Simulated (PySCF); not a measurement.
Mapped SMILES: `[CH3:1][C:2]([CH3:3])([CH3:4])[NH:5][SiH2:6][NH2:7]` (H(Xn): hydrogen on atom n).

Computed data (PySCF): shieldings: GIAO HF/pcSseg-1, coordinates at the PBE0-D3(BJ)/def2-SVP level. Fast rotation and ring inversion assumed for equivalent nuclei, no solvent, one conformer, no relativistic terms.

List the cross peaks expected in HSQC, COSY and HMBC spectra.

Answers



HSQC (one-bond C–H):
| δH | δC |
| --- | --- |
| 1.10 (H(C1)/H(C3)/H(C4)) | 33.1 (C1/C3/C4) |

HMBC (two and three bonds, from the bond graph):
| δH | δC |
| --- | --- |
| 4.38 (H(Si6)) | 40.8 (C2) |
| 1.10 (H(C1)/H(C3)/H(C4)) | 40.8 (C2), 33.1 (C1/C3/C4) |

No COSY cross peaks are expected.

References, each an isolated molecule treated in the same way: ¹H, ¹³C vs TMS.

Short H···H contacts in this conformer between protons four or more bonds apart (candidates for NOE cross peaks, intensity ∝ r⁻⁶): H(C4)···H(Si6) 2.51 Å.

OH and NH positions are those of a molecule without intermolecular hydrogen bonds; in solution they move with solvent, concentration and temperature, and exchange usually removes their couplings. Shifts are as computed. Against solution values, carbons near 30 ppm lie about -0 ppm off and those near 130 ppm about +7 ppm. Of 1211 compounds with measured shifts, 218 miss one by over three times the rms of a fit or turn the order of signals round; such compounds aren't used in these exercises.
